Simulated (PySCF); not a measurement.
PySCF input for W(O)(S)(OH)(SH) (H2O2S2W), SMILES [S]=[W]([SH])(=[O])[OH], multiplicity 1, PBE-D3(BJ)/def2-SVP. Geometry: PBE-D3(BJ)/def2-SVP. The multiplicity is an assumed one; no other spin state was optimised. The structure was generated by enumeration; whether it is a known compound was not checked. The def2 effective core potentials stand for the cores of W; spin–orbit coupling is left out. Other conformers were not sampled.

```python
import numpy as np
from pyscf import gto, scf, dft, df
from pyscf.hessian import thermo

mol = gto.M(
    atom='''
    W     0.09623391    0.18546233   -0.06993806
    O     0.62213379    1.51294663    0.89001943
    S     1.35698565   -1.53382149    0.24466769
    O     0.08260000    0.72799820   -1.88525751
    H     0.30555664    0.14388499   -2.63490449
    S    -2.01897029   -0.50169696    0.68554241
    H    -2.47298249    0.77263950    0.88886362
    ''',
    basis='def2-SVP',
    ecp={'W': 'def2-svp'},
    charge=0,
    spin=0,
    max_memory=1600,
    verbose=3,
)
mf = dft.RKS(mol, xc='pbe').density_fit(auxbasis='def2-universal-jkfit')
mf.disp = 'd3bj'
mf.grids.level = 3
mf.conv_tol = 1e-11
mf.max_cycle = 100
mf.kernel()

# [left out here: the lines that compute and print the analytic Hessian (its translational invariance restored by hand, since the grid's response is missing), thermochemistry and intensities]
```

Log of the run:

```
converged SCF energy = -1014.51974910995

WARN: DFTD3 does not support analytical Hessian, using finite difference


WARN: Mole.unit (angstrom) is changed to Bohr

Mode                                 0                   1                   2
Irrep
Freq [cm^-1]                      121.4747            146.1350            174.0558
Reduced mass [au]                  13.2867              5.6527              6.0514
Force const [Dyne/A]                0.1155              0.0711              0.1080
Char temp [K]                     174.7750            210.2557            250.4276
Normal mode                   x     y     z       x     y     z       x     y     z
       0   W                -0.01 -0.02  0.01    0.01  0.01  0.02   -0.01  0.01  0.01
       1   O                -0.03 -0.01  0.00    0.06  0.04 -0.05    0.02  0.03 -0.02
       2   S                 0.10  0.04 -0.04    0.00 -0.01 -0.03   -0.01  0.00 -0.08
       3   O                -0.00 -0.01  0.01   -0.12 -0.07  0.01    0.14 -0.11 -0.02
       4   H                 0.09  0.01  0.02   -0.29 -0.17  0.03    0.20 -0.22  0.08
       5   S                -0.06  0.09 -0.02   -0.02 -0.01 -0.09   -0.01 -0.03  0.01
       6   H                 0.10  0.13  0.11   -0.07 -0.02 -0.16   -0.00 -0.05  0.16
Mode                                 3                   4                   5
Irrep
Freq [cm^-1]                      218.9140            245.6409            278.3357
Reduced mass [au]                   7.1097              3.2139              1.7959
Force const [Dyne/A]                0.2007              0.1143              0.0820
Char temp [K]                     314.9685            353.4225            400.4631
Normal mode                   x     y     z       x     y     z       x     y     z
       0   W                 0.02  0.01 -0.00    0.00 -0.01  0.01   -0.00  0.00 -0.01
       1   O                -0.16  0.01  0.10   -0.11  0.10 -0.08    0.02 -0.08  0.11
       2   S                -0.02 -0.03 -0.02   -0.00 -0.04 -0.04    0.01  0.03 -0.01
       3   O                -0.06 -0.08 -0.03    0.05  0.06  0.03    0.02 -0.06 -0.03
       4   H                -0.00 -0.12  0.01   -0.16 -0.03  0.03   -0.18 -0.19  0.02
       5   S                 0.03  0.03 -0.01    0.01  0.02  0.02    0.01  0.01  0.03
       6   H                 0.16  0.03  0.23   -0.12  0.05 -0.48   -0.20  0.05 -0.65
Mode                                 6                   7                   8
Irrep
Freq [cm^-1]                      300.1732            383.6922            530.0252
Reduced mass [au]                   1.1469             18.2088             13.6229
Force const [Dyne/A]                0.0609              1.5794              2.2548
Char temp [K]                     431.8824            552.0476            762.5883
Normal mode                   x     y     z       x     y     z       x     y     z
       0   W                 0.00  0.00  0.00    0.03  0.01 -0.01   -0.02  0.02 -0.00
       1   O                 0.01  0.02 -0.01   -0.03  0.01  0.02    0.01 -0.01  0.01
       2   S                -0.01 -0.00 -0.01   -0.00 -0.01 -0.00    0.09 -0.12  0.03
       3   O                -0.07 -0.04  0.01   -0.01 -0.00 -0.01   -0.00  0.01 -0.02
       4   H                 0.80  0.33 -0.01   -0.01  0.01 -0.02    0.08 -0.09  0.08
       5   S                 0.01  0.00  0.00   -0.14 -0.04  0.05    0.00  0.00  0.00
       6   H                -0.09  0.02 -0.32   -0.16 -0.04 -0.00   -0.15 -0.05  0.02
Mode                                 9                  10                  11
Irrep
Freq [cm^-1]                      565.0421            630.1133            708.0940
Reduced mass [au]                   1.3019              1.1057              5.5866
Force const [Dyne/A]                0.2449              0.2587              1.6504
Char temp [K]                     812.9698            906.5928           1018.7897
Normal mode                   x     y     z       x     y     z       x     y     z
       0   W                -0.00  0.01 -0.00    0.00 -0.01  0.00   -0.00 -0.01  0.02
       1   O                -0.00  0.01  0.01   -0.01 -0.01 -0.00   -0.00  0.01 -0.00
       2   S                 0.01 -0.02 -0.00   -0.01  0.02 -0.01    0.00 -0.00 -0.00
       3   O                 0.04 -0.09  0.06   -0.01  0.00  0.00    0.01  0.05 -0.22
       4   H                -0.28  0.61 -0.55    0.02 -0.03  0.04   -0.03  0.16 -0.32
       5   S                 0.01  0.00 -0.00    0.02  0.03 -0.01   -0.00  0.00 -0.00
       6   H                -0.07 -0.03  0.01   -0.85 -0.33  0.27   -0.02 -0.01 -0.00
Mode                                12                  13                  14
Irrep
Freq [cm^-1]                      973.1455           2580.8523           3731.7925
Reduced mass [au]                  16.9957              1.0380              1.0671
Force const [Dyne/A]                9.4830              4.0736              8.7555
Char temp [K]                    1400.1397           3713.2719           5369.2186
Normal mode                   x     y     z       x     y     z       x     y     z
       0   W                 0.01  0.02  0.01    0.00 -0.00 -0.00   -0.00  0.00 -0.00
       1   O                -0.07 -0.18 -0.13   -0.00 -0.00 -0.00   -0.00 -0.00 -0.00
       2   S                -0.00  0.00 -0.00   -0.00  0.00 -0.00   -0.00  0.00 -0.00
       3   O                -0.00 -0.01  0.00   -0.00 -0.00  0.00   -0.01  0.03  0.05
       4   H                 0.00  0.02 -0.01    0.00  0.00  0.00    0.22 -0.57 -0.75
       5   S                 0.00 -0.00 -0.00    0.01 -0.03 -0.00    0.00 -0.00 -0.00
       6   H                 0.02  0.01 -0.02   -0.33  0.91  0.15    0.00  0.00  0.00
temperature 298.1500 [K]
pressure 101325.00 [Pa]
Rotational constants [GHz] 2.28885 1.76260 1.39796
Symmetry number 1
Zero-point energy (ZPE) 0.02640 [Eh]   69308.561 [J/mol]
                           tot       elec      trans        rot        vib
Entropy [J/mol/K]       372.583      0.000    179.109    118.971     74.503
Cv [J/mol/K]            103.052      0.000     12.472     12.472     78.108
Cp [J/mol/K]            111.366      0.000     20.786     12.472     78.108
Internal energy [J/mol]                      3718.434   3718.434  82021.848
Internal energy [Eh]   -1014.48568  -1014.51975
Enthalpy [J/mol]                             6197.391   3718.434  82021.848
Enthalpy [Eh]          -1014.48473
Gibbs free energy [J/mol]                  -47203.894 -31752.704  59808.728
Gibbs free energy [Eh] -1014.52704
mode   freq/cm-1   IR/(km/mol)
   1      121.47         1.630
   2      146.13         7.058
   3      174.06         8.117
   4      218.91         3.333
   5      245.64        10.813
   6      278.34        13.708
   7      300.17        97.626
   8      383.69        24.894
   9      530.03        24.421
  10      565.04       193.649
  11      630.11         7.706
  12      708.09        52.535
  13      973.15       105.347
  14     2580.85         2.793
  15     3731.79       233.279
max |gradient| / (hartree/bohr): 0.00016421728597042614
APT charges: [ 1.4991 -0.5461 -0.3842 -0.7208  0.349  -0.2749  0.0779]
```

Self-consistency was reached.
